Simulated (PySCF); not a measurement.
## Correlation energy of Mg (magnesium, neutral)

[Ne] 3s1 4s1, 4s spin antiparallel (an excited configuration). All numbers are calculated (PySCF 2.14, no relativity, point nucleus, in aug-cc-pCVDZ (6s5p3d, 36 functions)). Frozen: [Ne]; 2 electrons correlated.

Total MP2 correlation energy: -21.76 mhartree.

Same-spin part 0.00 and opposite-spin part -21.76 mhartree; SCS-MP2 scales them by 1/3 and 6/5 to -26.11 mhartree.
